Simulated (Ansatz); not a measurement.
Isolated molecules relaxed with PBE0-D4/def2-TZVP in Ansatz; ΔE leaves out vibrations. CBS: MP2 limit from def2 TZ/QZ plus the TZ coupled-cluster correction, frozen cores. Functionals use def2-TZVPP. One conformer a species, not always the lowest.

Reaction (cleavage of the Si–Si bond): `N[SiH2][SiH](F)[SiH3]` + `N[Si](O)(F)F` → `N[SiH2]O[Si](N)(F)F` + `F[SiH2][SiH3]`

`N[SiH2][SiH](F)[SiH3]`:

Cartesian coordinates in Å:
```
N 0.722 0.759 2.696
Si 0.972 0.456 1.016
Si -0.916 -0.235 -0.213
F -1.529 -1.573 0.461
Si -0.448 -0.654 -2.474
H 0.580 -0.027 3.311
H 0.133 1.529 2.973
H 2.019 -0.595 0.899
H 1.453 1.712 0.375
H -1.984 0.807 -0.136
H -1.659 -1.098 -3.215
H 0.607 -1.693 -2.610
H 0.050 0.610 -3.084
```

`N[Si](O)(F)F`:

Z-matrix (Å, degrees):
```
Si
O 1 1.619
F 1 1.581 2 104.1
N 1 1.686 2 112.4 3 125.7
F 1 1.584 2 112.9 3 -114.3
H 2 0.958 1 117.2 3 -175.6
H 4 1.006 1 121.2 2 -53.5
H 4 1.006 1 120.5 2 156.7
```

`N[SiH2]O[Si](N)(F)F`:

Z-matrix (Å, degrees):
```
Si
O 1 1.638
N 1 1.717 2 112.0
H 1 1.481 2 106.7 3 119.7
H 1 1.481 2 107.6 3 -119.1
Si 2 1.608 1 144.3 3 6.7
H 3 1.007 1 120.3 2 -109.7
H 3 1.007 1 120.7 2 103.4
N 6 1.676 2 109.7 1 -2.7
F 6 1.584 2 109.5 1 121.0
F 6 1.584 2 109.1 1 -126.7
H 9 1.003 6 125.7 2 -179.4
H 9 1.008 6 119.2 2 -3.3
```

`F[SiH2][SiH3]`:

Cartesian coordinates in Å:
```
F 1.175 -1.618 -1.069
Si 1.002 -0.566 0.132
Si -1.019 0.593 -0.112
H 1.036 -1.327 1.408
H 2.163 0.361 0.093
H -1.041 1.350 -1.392
H -1.145 1.552 1.019
H -2.171 -0.346 -0.080
```

| level | ΔE (kJ/mol) |
| --- | --- |
| PBE-D4 | -109.6 |
| PBE | -107.5 |

**Question.** What does CCSD(T)/CBS give? (Estimate.)

**Answer.** Computed: -138.4 kJ/mol. The listed levels differ from it by 28.8, 30.9 kJ/mol.

Largest T1 diagnostic among the species: 0.013.

In def2-TZVPP, CCSD(T) changes the Hartree–Fock value by +23.4 kJ/mol (the triples alone add +3.5 kJ/mol) and MP2 by +16.9 kJ/mol. The D4 term adds −3.3 kJ/mol with B3LYP and −1.8 kJ/mol with PBE0; it sums over pairs of atoms, weighted by their polarisabilities, and B3LYP, whose exchange is more repulsive, gets the larger term. From PBE to PBE0 (25 % exact exchange), in def2-TZVPP and without D4, ΔE moves by −11.2 kJ/mol.

B3LYP here is the variant with VWN-RPA as its local correlation; programs differ in this.
